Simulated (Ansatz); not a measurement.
Consider the substitution at a C–C bond: `C=CCS` + `N[SiH2]S` → `C=CS[SiH2]N` + CH₃SH.

Isolated molecules relaxed with PBE0-D4/def2-TZVP in Ansatz; ΔE leaves out vibrations. CCSD(T)/CBS is the MP2 limit (def2-TZVPP, def2-QZVPP) plus CCSD(T) − MP2 in def2-TZVPP, frozen cores. This one scheme is used for every species. Functionals use def2-TZVPP. Each species was taken in one conformer, which may not be the lowest.

| level | ΔE (kcal/mol) |
| --- | --- |
| r2SCAN-D4 | 0.2 |
| PBE0 | 0.9 |
| HF/def2-TZVPP | 3.5 |
| HF/CBS(def2) | 3.5 |

What does CCSD(T)/CBS give? (Estimate.)

Ansatz gave: +1.6 kcal/mol. The listed levels differ from it by -1.4, -0.7, 1.9, 1.9 kcal/mol.

Largest T1 diagnostic among the species: 0.012.

From PBE to PBE0 (25 % exact exchange), in def2-TZVPP and without D4, ΔE moves by +1.0 kcal/mol. In def2-TZVPP, CCSD(T) changes the Hartree–Fock value by −1.6 kcal/mol (the triples alone add −0.6 kcal/mol) and MP2 by −2.3 kcal/mol.
